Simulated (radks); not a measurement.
Task: The bromine anion Br-, [Kr], held by a Watson sphere: a shell of charge +1 at radius R that stands for the Madelung well of a crystal (potential energy -1/R inside, -1/r outside, in hartree with lengths in bohr). Calculated with a radial shooting solver on a logarithmic mesh with Libxc functionals: scalar-relativistic Kohn-Sham, LDA (Slater exchange, VWN5 correlation), spin-unpolarised, spherical densities, point nucleus. Response by self-consistent Sternheimer equations with the Hartree and adiabatic LDA kernel, the relativistic mass of each level held fixed and spin-orbit coupling left out. The sphere does not respond.

R (bohr)  e(3d) (eV)  e(4s) (eV)  e(4p) (eV)  <r> 4p (bohr)  sum of <r^2> (bohr^2)  X-ray form factor at sin(theta)/lambda = 0.1 1/angstrom  alpha (bohr^3)
2.2          -65.873     -20.535      -8.505          2.120                  45.87                                                   33.101           24.25
2.58         -65.494     -19.893      -8.021          2.166                  47.48                                                   33.028           27.26
2.75         -65.332     -19.624      -7.794          2.183                  48.13                                                   33.000           28.70
3.24         -64.850     -18.913      -7.143          2.226                  49.75                                                   32.934           33.00
3.92         -64.168     -18.063      -6.311          2.267                  51.42                                                   32.875           38.87
4.6          -63.531     -17.351      -5.594          2.292                  52.56                                                   32.841           44.15

Estimate the row for R = 4.51 bohr.

Result: e(3d) (eV) -63.611; e(4s) (eV) -17.438; e(4p) (eV) -5.682; <r> 4p (bohr) 2.290; sum of <r^2> (bohr^2) 52.44; X-ray form factor at sin(theta)/lambda = 0.1 1/angstrom 32.844; alpha (bohr^3) 43.50.
